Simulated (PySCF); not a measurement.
# Mayer bond orders and bond lengths

Species: CH₈F₂Si₃.
Atom-mapped SMILES: `[CH3:1][Si@:2]([F:3])([SiH3:4])[SiH2:5][F:6]` (hydrogens: H7, H8, H9 on C1; H10, H11, H12 on Si4; H13, H14 on Si5)

Structure used (GFN2-xTB), in Å, numbered top down from 1:
```
atom  x, y, z in Å
C1    -1.297   -1.351   -0.424
Si2    0.013   -0.227    0.395
F3     0.220   -0.931    1.864
Si4   -0.847    1.897    0.815
Si5    2.075   -0.506   -0.617
F6     2.041    0.521   -1.870
H7    -2.250   -1.287    0.095
H8    -0.991   -2.394   -0.407
H9    -1.469   -1.075   -1.460
H10   -2.124    1.876    1.539
H11    0.074    2.709    1.616
H12   -1.081    2.611   -0.444
H13    2.389   -1.783   -1.258
H14    3.248   -0.062    0.133
```

Bond orders from the PBE0/pcSseg-1 density (PySCF). Isolated species at its GFN2-xTB geometry (one conformer only).

(1) Where do the orders between heavy atoms depart from those drawn in the SMILES?

(2) Give the Mayer order of every bond between heavy atoms, beside its length.

Results:

(1) The largest departure is 0.132, at Si2–Si5 (drawn single, 0.868). Drawn single, order below 0.88: Si2–F3 (0.873), Si2–Si5 (0.868) and Si5–F6 (0.876).

(2) 
```
   bond  drawn as  length (Å)  Mayer order
 C1–Si2    single       1.911        0.938
 Si2–F3    single       1.642        0.873
Si2–Si4    single       2.329        0.894
Si2–Si5    single       2.313        0.868
 Si5–F6    single       1.620        0.876
```

Bonds between the same two heavy elements. F–Si: all 2 within 0.02 of one another (0.873 to 0.876). Si–Si: lowest Si2–Si5 (0.868, 2.313 Å), highest Si2–Si4 (0.894, 2.329 Å); in 1 of the 1 pairs the longer bond (by over 0.003 Å) has the higher order (by 0.02 or more).

**Question.** And the bonds to hydrogen?

**Answer.** C–H: 0.95 (3 bonds); H–Si: 0.91 to 0.94 (5 bonds).

**Question.** Sum the orders of all bonds at each heavy atom with more than one neighbour and set the sums beside the valence in the SMILES.

**Answer.** C1 3.798 (drawn 4), Si2 3.573 (drawn 4), Si4 3.684 (drawn 4), Si5 3.570 (drawn 4). Orders between atoms that aren't bonded are not in these sums.

Mayer orders depend on the basis set.

These values come from a run that also computed NMR shieldings. The run took 19 s wall on Arm Neoverse V2, one thread (shared host), and the process peaked at 0.69 GiB of memory.
